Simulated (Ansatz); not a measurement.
CH4OSi, SMILES `O[C][SiH3]` (singlet; the order of the spin states depends on the level; H–O–C–Si torsion 180°) (charge 0, multiplicity 1). This singlet lies 0.46 eV below the relaxed triplet at the level frozen-core CCSD(T)/cc-pVTZ // PBE0-D3(BJ)/def2-TZVP (Ansatz, a first-principles code); other levels give the other order.

Computed with CAM-B3LYP/cc-pVTZ // PBE0-D3(BJ)/def2-TZVP run with Ansatz.

Ansatz 0.2 input:
```yaml
crystal:
  periodic: [false, false, false]
  atoms:
    - { symbol: O, position_ang: [1.762343, -0.112386, -0.106961] }
    - { symbol: C, position_ang: [0.682332, -0.820309, 0.063273] }
    - { symbol: Si, position_ang: [-0.905447, 0.253973, 0.028358] }
    - { symbol: H, position_ang: [2.535687, -0.69903, -0.081261] }
    - { symbol: H, position_ang: [-1.565752, -0.012166, 1.334126] }
    - { symbol: H, position_ang: [-1.733256, -0.337223, -1.056533] }
    - { symbol: H, position_ang: [-0.775905, 1.727141, -0.181] }
basis:
  gaussian: { orbitals: cc-pVTZ }
hamiltonian:
  xc: cam_b3lyp
```

Output:

```
Functional definition: CAM-B3LYP
855 factors; their error is unknown
213 factors; integrals over basis functions are off by at most 1.4e-5 eV
mean field evaluation 1: about -11021.8105 eV, gradient 3.3e1 eV
mean field evaluation 2: about -11021.4957 eV, gradient 3.9e1 eV
mean field evaluation 4: about -11023.7616 eV, gradient 1.7e0 eV
mean field evaluation 8: about -11023.7690 eV, gradient 8.1e-2 eV
mean field evaluation 16: about -11023.7814 eV, gradient 5.3e-5 eV
mean field -11023.78138704 eV, -405.1164937862 hartree, gradient 5.3e-5 eV, S^2 0.000000; 0 other end points of the search recorded, 0 dependent functions left out
reference -11023.78149908 eV, -405.1164979035 hartree; 16, 16 occupied and 134, 134 virtual orbitals, 855 factors
Total energy: -11023.78149908 eV, -405.1164979035 hartree
```
